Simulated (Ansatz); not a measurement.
Species: C2H10NSi2, charge 0, multiplicity 2. It need not be the lowest isomer of its formula. 
Coordinates optimised at B3LYP-D3(BJ)/def2-TZVP (Ansatz, a program for electronic structure):
```xyz
15

Si    -0.8572     0.0096    -0.6277
C     -1.9340     1.5564    -0.5461
C     -1.3451    -1.2302     0.7042
N      0.8012     0.4571    -0.3293
Si     2.0370    -0.4101     0.5211
H     -2.9777     1.3143    -0.7548
H     -1.6140     2.3044    -1.2740
H     -1.8742     2.0028     0.4517
H     -2.3810    -1.5450     0.5664
H     -0.7216    -2.1256     0.6751
H     -1.2540    -0.7822     1.6988
H      1.1291     1.2689    -0.8346
H      2.1496    -1.8130     0.0513
H      3.3248     0.2854     0.2906
H      1.7679    -0.4605     1.9788
```
Charge 0, spin multiplicity 2.

Total electronic energies in hartree. Valence correlation only, unless marked. Open shells are spin-unrestricted. Spin-orbit coupling is left out. Non-relativistic. CBS marks a two-point X^-3 extrapolation of the correlation energy; Hartree-Fock from the larger set.

| level | program | energy (Eh) |
|---|---|---|
| SVWN5/def2-TZVPD | Ansatz | -712.50445 |
| PBE-D3(BJ)/def2-TZVPD | Ansatz + dftd3 | -715.57966 |
| revPBE-D3(BJ)/def2-TZVPD | Ansatz + dftd3 | -715.92357 |
| r2SCAN-D3(BJ)/def2-TZVPD | Ansatz + dftd3 | -715.93052 |
| PBE0-D3(BJ)/def2-TZVPD | Ansatz + dftd3 | -715.66044 |
| BHLYP-D3(BJ)/def2-TZVPD | Ansatz + dftd3 | -715.99679 |
| r2SCANh-D4/def2-TZVPD | Ansatz + dftd4 | -715.92231 |
| HSE06-D4/def2-TZVPD | Ansatz + dftd4 | -715.63748 |
| CAM-B3LYP/def2-TZVPD | Ansatz | -715.99835 |
| LC-wPBE-D4/def2-TZVPD | Ansatz + dftd4 | -715.81420 |
| LC-wPBE/def2-TZVPD | Ansatz | -715.79907 |
| B2PLYP-D4/def2-TZVPD | Ansatz + dftd4 | -715.69533 |
| RPA@PBE/cc-pV(Q+d)Z | Ansatz | -715.45918 |
| RI-MP2/cc-pV(T+d)Z | Ansatz | -714.79202 |
| CCSD/cc-pVTZ | Ansatz | -714.84773 |
| CCSD/cc-pV(Q+d)Z | Ansatz | -714.91667 |
| CCSD/CBS(cc-pV(T+d)Z,cc-pV(Q+d)Z) | Ansatz | -714.9491 |
| CCSD(T)/6-31G | Ansatz | -714.17834 |
| CCSD(T)/6-31G* | Ansatz | -714.51648 |
| CCSD(T)/cc-pV(T+d)Z | Ansatz | -714.88858 |
| CCSD(T)/cc-pVTZ | Ansatz | -714.88087 |
| CCSD(T)/cc-pV(Q+d)Z | Ansatz | -714.95342 |
| CCSD(T)/CBS(cc-pV(T+d)Z,cc-pV(Q+d)Z) | Ansatz | -714.9885 |

Totals of different functionals don't rank their quality; only differences between species are comparable.
